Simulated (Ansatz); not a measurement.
The same ligand exchange along the group O, S, Se.

Computed with Ansatz on PBE0-D4/def2-TZVP structures; ΔE is electronic, products minus reactants. CCSD(T)/CBS adds triple-zeta CCSD(T) − MP2 to the extrapolated MP2 energy (def2 sets, frozen cores). This one scheme is used for every species. Functionals use def2-TZVPP. def2 core potentials past Kr. For Hf, Se outer-core shells are correlated without core-valence functions, which leaves a few kJ/mol of doubt a bond. Scalar relativity is left out up to krypton. One conformer a species, not always the lowest.

| reaction | ωB97M-V (eV) | CCSD(T)/CBS(def2) (eV) |
| --- | --- | --- |
| `[OH][Hf]([F])([F])[F]` + dimethylamine → `C[N](C)[Hf]([F])([F])[F]` + H₂O | 0.72 | 0.63 |
| `[F][Hf]([F])([F])[SH]` + dimethylamine → `C[N](C)[Hf]([F])([F])[F]` + H₂S | 0.22 | 0.18 |
| `[F][Hf]([F])([F])[SeH]` + dimethylamine → `C[N](C)[Hf]([F])([F])[F]` + H₂Se | 0.28 | 0.27 |

Largest T1 diagnostic: 0.016, for `[F][Hf]([F])([F])[SH]`.
